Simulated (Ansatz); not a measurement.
`O=CC(F)[TeH]` → `[CH]F` + `O=C[TeH]` at 500 K and 1 bar (formal loss of a carbene).

Isolated molecules relaxed with PBE0-D4/def2-TZVP in Ansatz; ΔE leaves out vibrations. CBS: MP2 limit from def2 TZ/QZ plus the TZ coupled-cluster correction, frozen cores. This one scheme is used for every species. def2 core potentials past Kr. For Te outer-core shells are correlated without core-valence functions, which leaves a few kJ/mol of doubt a bond. Each species was taken in one conformer, which may not be the lowest.

```json
{"species": "`O=CC(F)[TeH]`", "CCSD(T)/CBS energy (Eh)": "-520.55716", "H − E (kJ/mol)": "159.0", "S (J/(mol·K))": "394.0"}
{"species": "`[CH]F`", "CCSD(T)/CBS energy (Eh)": "-138.29972", "H − E (kJ/mol)": "50.0", "S (J/(mol·K))": "241.9"}
{"species": "`O=C[TeH]`", "CCSD(T)/CBS energy (Eh)": "-382.12128", "H − E (kJ/mol)": "91.6", "S (J/(mol·K))": "323.7"}
```

H − E and S are ideal-gas, rigid-rotor, harmonic terms from PBE0-D4/def2-TZVP, for one conformer and one mirror image of each species. 1 Eh = 2625.50 kJ/mol, R = 8.31446 J/(mol·K).

**Question.** By hand: ΔE, ΔH, ΔS and ΔG.

**Answer.** ΔE = (-138.29972) + (-382.12128) − (-520.55716) = 0.13616 Eh = 357.5 kJ/mol. Δ(H − E) = 50.0 + 91.6 − 159.0 = -17.4, so ΔH = 340.1 kJ/mol. ΔS = 241.9 + 323.7 − 394.0 = 171.6 J/(mol·K). ΔG = 340.1 − 500 × (171.6)/1000 = 254.3 kJ/mol.

**Question.** By hand: the equilibrium constant, and the temperature at which ΔG would vanish if ΔH and ΔS stayed fixed.

**Answer.** log₁₀ K = −ΔG/(RT ln 10) = -26.6. ΔG = 0 at ΔH/ΔS = 1982 K.

The number of gas molecules changes by +1, which sets the sign of ΔS. A doubt of 5 kJ/mol in ΔE shifts log₁₀ K by 0.5 here. Other conformers and mirror images would add mixing entropy, several J/(mol·K) or more a flexible species. These are equilibria of isolated gas molecules and say nothing of rates. Largest T1 diagnostic: 0.018 (customary marks: 0.02 for closed shells, 0.045 for open ones).
